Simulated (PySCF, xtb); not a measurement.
C3H6O2Si, SMILES C=C=C[SiH](O)O.

GFN2-xTB (xtb) at its own geometry gives an orbital gap of 4.54 eV and a dipole moment of 1.49 D.

Coordinates come from a PBE0-D3(BJ)/def2-SVP optimisation. This is a generated structure with no PubChem entry under its InChIKey; it may be hypothetical. The values are those of a single conformer.

**Question.** What does ωB97X/def2-TZVP in PySCF give? (Estimate from the structure and the level; the computed values follow.)

**Answer.** gap 11.72 eV (levels -10.02 and 1.70 eV), dipole 0.61 D.
